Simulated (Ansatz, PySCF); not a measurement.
Process, species as SMILES: N#N [molecular nitrogen] → N#N as triplet, charge 0
Structures are relaxed separately at B3LYP-D3(BJ)/def2-TZVP in Ansatz (a quantum-chemistry and plane-wave program). Markedly spin-contaminated UHF reference, which strains HF, MP2 and, less, CCSD(T): N#N as triplet, charge 0. High T1 diagnostic, so coupled cluster is less sure: N#N as triplet, charge 0. A spin state is the lowest found, not a proven ground state.

Quantity: adiabatic triplet-singlet gap (0 K, with B3LYP-D3(BJ) harmonic zero-point energies from PySCF), in kcal/mol. Correlated levels leave the core frozen unless marked. Open shells are spin-unrestricted. No spin-orbit coupling. Non-relativistic. CBS marks a two-point X^-3 extrapolation of the correlation energy; Hartree-Fock from the larger set (for Q and 5 zeta extrapolated as (X+1)exp(-9√X)).

```tsv
level	program	adiabatic triplet-singlet gap (kcal/mol)
revPBE-D3(BJ)/def2-TZVPD	Ansatz + dftd3	___
PBE0-D4/def2-TZVPD	Ansatz + dftd4	146.5
PBE0/def2-TZVP	Ansatz	146.5
HSE06-D4/def2-TZVPD	Ansatz + dftd4	146.5
CCSD/6-31G	Ansatz	___
CCSD(T) with core electrons/cc-pwCVTZ	Ansatz	___
CCSD(T)/CBS(cc-pVQZ,cc-pV5Z)	Ansatz	152.4
```

Fill in the missing entries.


- revPBE-D3(BJ)/def2-TZVPD, adiabatic triplet-singlet gap (kcal/mol): 145.9
- CCSD/6-31G, adiabatic triplet-singlet gap (kcal/mol): 133.7
- CCSD(T) with core electrons/cc-pwCVTZ, adiabatic triplet-singlet gap (kcal/mol): 150.8
